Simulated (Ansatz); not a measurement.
CH₂FNSSi (`FC1=N[SiH2]S1`) at its PBE0-D4/def2-TZVP geometry, where that method's forces vanish. Charge 0, multiplicity 1.

```xyz
7

F    -0.1223   -0.6263    2.4334
C    -0.0589   -0.2989    1.1599
N    -0.9269   -0.6225    0.3001
Si   -0.0388    0.1977   -0.9718
S     1.3454    0.6599    0.6373
H    -0.7174    1.3789   -1.5445
H     0.5191   -0.6887   -2.0143
```

(1) What forces (eV/Å) does PBE-D4/def2-TZVPP give on these atoms in the Gaussian-basis code of Ansatz? (An estimate is asked.)

Results:

(1) Computed: 
```
F1  -0.026 -0.211  0.858
C2   0.396  0.257 -0.087
N3  -0.900 -0.435 -0.452
Si4  0.039  0.069 -0.200
S5   0.510  0.288  0.076
H6  -0.084  0.140 -0.069
H7   0.064 -0.107 -0.125
```
